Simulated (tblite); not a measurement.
Task: What does the GFN2-xTB structure of `[CH2][C@@]12C=C[C@@H]1C=C2Cl` [radical] look like in three dimensions? (Doublet state.)

Result: 
```xyz
14
C7H6Cl angstrom
C     -0.4329    1.8716    0.0627
C     -0.0133    0.5234    0.2248
C     -0.6612   -0.3841    1.2568
C     -0.9873   -1.3511    0.4101
C     -0.4005   -0.6975   -0.8116
C      1.0837   -0.8740   -0.9769
C      1.4034    0.1038   -0.1346
Cl     2.8664    0.7302    0.4650
H      0.1114    2.5371   -0.5797
H     -1.3600    2.2082    0.4852
H     -0.7661   -0.2351    2.3141
H     -1.4690   -2.3058    0.5053
H     -1.0150   -0.5414   -1.6894
H      1.6398   -1.5859   -1.5540
```

Any rigid rotation of these coordinates is as good. Atoms count from 1 in this order. C6 (carbon bonded to 2 C and H) is planar (angles 134.8°, 130.5° and 94.7°, sum 360.0°, 0.02 Å off the plane of its three neighbours). C3 (carbon bonded to 2 C and H) is planar (angles 134.9°, 128.9° and 96.1°, sum 360.0°, 0.01 Å off the plane of its three neighbours). C4 (carbon bonded to 2 C and H) is planar (angles 134.6°, 129.3° and 96.1°, sum 360.0°, 0.01 Å off the plane of its three neighbours). C1 (carbon bonded to C and 2 H) is planar (angles 120.5°, 120.4° and 118.6°, sum 359.6°, 0.04 Å off the plane of its three neighbours).

Bonds between heavy atoms (Å): C1–C2 1.421, C2–C3 1.519, C3=C4 1.326, C4–C5 1.505, C5–C6 1.504, C6=C7 1.330, C7–Cl8 1.701, C2–C5 1.648, C2–C7 1.521.

Structure optimised with GFN2-xTB, isolated species. This method treats the open shell by occupation alone, without spin polarisation.

Point group: C1 (no symmetry element, even within 0.4 Å). Its GFN2-xTB frequencies are all real (lowest 129 cm⁻¹). Torsions: H–C1–C2–C3 172° and -15°.

One conformer stands for the species.

All values are computed, not measured.
